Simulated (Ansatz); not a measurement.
CdI2, triplet, at the geometry of the source list (a higher spin typed on purpose: for a closed-shell molecule this is an excited state) (core potentials on Cd, I); WB97X-V/def2-SVP run with Ansatz (an electronic-structure program).

The Ansatz input:
Ansatz 0.2 input:
```yaml
crystal:
  periodic: [false, false, false]
  atoms:
    - {symbol: Cd, position_ang: [-0.00000000, -0.00000000, 0.00000000]}
    - {symbol: I, position_ang: [-0.23780000, 2.05200000, -1.64280000]}
    - {symbol: I, position_ang: [0.23780000, -2.05200000, 1.64280000]}
basis:
  gaussian:
    orbitals: def2-SVP
hamiltonian:
  xc: {name: wB97X-V}
magnetization: {spin_polarized: true, initial_magnetization: 2}
accuracy: high
```

The log (banner, timings and long lists left out):

```
Functional definition: wB97X-V
1855 factors; integrals over basis functions are off by at most 8.4e-9 eV
350 factors; integrals over basis functions are off by at most 2.2e-9 eV
mean field evaluation 1: about -20762.3888 eV, gradient 7.9e0 eV
mean field evaluation 2: about -20762.7033 eV, gradient 6.0e0 eV
mean field evaluation 4: about -20762.8673 eV, gradient 6.9e-1 eV
mean field evaluation 8: about -20762.9736 eV, gradient 7.7e-2 eV
mean field evaluation 16: about -20762.9738 eV, gradient 4.4e-5 eV
mean field evaluation 32: about -20762.9738 eV, gradient 3.1e-7 eV
mean field evaluation 64: about -20762.6413 eV, gradient 2.8e0 eV
mean field -20763.06163841 eV, -763.0284415029 hartree, gradient 2.4e-8 eV, S^2 2.006420; 5 other end points of the search recorded, 0 dependent functions left out
reference -20763.06163838 eV, -763.0284415018 hartree; 36, 34 occupied and 47, 49 virtual orbitals, 1855 factors
Total energy: -20763.06163838 eV, -763.0284415018 hartree
```
